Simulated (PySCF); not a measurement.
# B (boron, neutral) across methods

[He] 2s2 2p1, 2P determinant. All numbers are calculated (PySCF 2.14, the spin-free X2C one-electron Hamiltonian (Gaussian nucleus), in dyall-acv3z).

```json
{"method": "LDA", "E (hartree)": "-24.3627", "mean ε 2s α (eV)": "-9.686", "mean ε 2s β (eV)": "-8.673", "mean ε 2p α (eV)": "-4.110", "Σ⟨r²⟩ (bohr²)": "16.16", "⟨S²⟩": "0.752"}
{"method": "PBE", "E (hartree)": "-24.6192", "mean ε 2s α (eV)": "-9.664", "mean ε 2s β (eV)": "-8.699", "mean ε 2p α (eV)": "-4.167", "Σ⟨r²⟩ (bohr²)": "16.01", "⟨S²⟩": "0.753"}
{"method": "B97-3", "E (hartree)": "-24.6615", "mean ε 2s α (eV)": "-11.186", "mean ε 2s β (eV)": "-9.867", "mean ε 2p α (eV)": "-5.357", "Σ⟨r²⟩ (bohr²)": "15.63", "⟨S²⟩": "0.754"}
{"method": "M06-L", "E (hartree)": "-24.6618", "mean ε 2s α (eV)": "-9.893", "mean ε 2s β (eV)": "-8.755", "mean ε 2p α (eV)": "-4.363", "Σ⟨r²⟩ (bohr²)": "15.33", "⟨S²⟩": "0.755"}
{"method": "PBE0", "E (hartree)": "-24.6267", "mean ε 2s α (eV)": "-11.114", "mean ε 2s β (eV)": "-9.830", "mean ε 2p α (eV)": "-5.371", "Σ⟨r²⟩ (bohr²)": "15.81", "⟨S²⟩": "0.754"}
{"method": "M06-2X", "E (hartree)": "-24.6595", "mean ε 2s α (eV)": "-12.381", "mean ε 2s β (eV)": "-10.901", "mean ε 2p α (eV)": "-6.156", "Σ⟨r²⟩ (bohr²)": "15.84", "⟨S²⟩": "0.752"}
{"method": "r2SCAN0", "E (hartree)": "-24.6470", "mean ε 2s α (eV)": "-11.283", "mean ε 2s β (eV)": "-9.824", "mean ε 2p α (eV)": "-5.704", "Σ⟨r²⟩ (bohr²)": "15.67", "⟨S²⟩": "0.758"}
{"method": "r2SCAN", "E (hartree)": "-24.6451", "mean ε 2s α (eV)": "-9.954", "mean ε 2s β (eV)": "-8.778", "mean ε 2p α (eV)": "-4.579", "Σ⟨r²⟩ (bohr²)": "15.75", "⟨S²⟩": "0.758"}
{"method": "UHF", "E (hartree)": "-24.53984", "mean ε 2s α (eV)": "-14.842", "mean ε 2s β (eV)": "-12.147", "mean ε 2p α (eV)": "-8.671", "Σ⟨r²⟩ (bohr²)": "15.77", "⟨S²⟩": "0.761"}
```
